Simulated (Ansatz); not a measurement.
`O[SiH]([SiH3])[GeH3]` + `[BH2][GaH2]` → `[SiH3][BH][GaH2]` + `O[SiH2][GeH3]`  (formal exchange of groups at the Si–Si bond)

Gas-phase electronic energies from Ansatz, PBE0-D4/def2-TZVP geometries. CCSD(T)/CBS adds triple-zeta CCSD(T) − MP2 to the extrapolated MP2 energy (def2 sets, frozen cores). DFT in def2-TZVPP. B3LYP here is the variant with VWN-RPA as its local correlation; programs differ in this. For Ga, Ge outer-core shells are correlated without core-valence functions, which leaves a few kJ/mol of doubt a bond. Scalar relativity is left out up to krypton. One conformer a species, not always the lowest.

| species | B3LYP-D4 energy (Eh) |
| --- | --- |
| `O[SiH]([SiH3])[GeH3]` | -2736.22451 |
| `[BH2][GaH2]` | -1952.11591 |
| `[SiH3][BH][GaH2]` | -2242.84551 |
| `O[SiH2][GeH3]` | -2445.49219 |

Task: Work out ΔE.

Result: ΔE = (-2242.84551) + (-2445.49219) − (-2736.22451) − (-1952.11591) = 0.00272 Eh = +0.07 eV. CCSD(T)/CBS gives +0.05 eV.

Largest T1 diagnostic among the species: 0.015.

The D4 term adds +0.03 eV with B3LYP and +0.02 eV with PBE0; it sums over pairs of atoms, weighted by their polarisabilities, and B3LYP, whose exchange is more repulsive, gets the larger term.
